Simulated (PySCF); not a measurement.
GaHCl2, SMILES [Cl][GaH][Cl]. Geometry: ωB97X-D3(BJ)/def2-TZVP.

Q: Give the equilibrium geometry at ωB97X-D3(BJ)/def2-TZVP (PySCF confirms it by a frequency run) as bond lengths and angles, and its point group. (Estimate from the structure and the level; the computed values follow.)

A: point group C2v.
Atoms: Ga1 H2 Cl3 Cl4. Bond lengths (Å): Ga1–H2 1.541, Ga1–Cl3 2.124, Ga1–Cl4 2.124. Bond angles (°): H2–Ga1–Cl3 122.5, H2–Ga1–Cl4 122.5, Cl3–Ga1–Cl4 114.9.
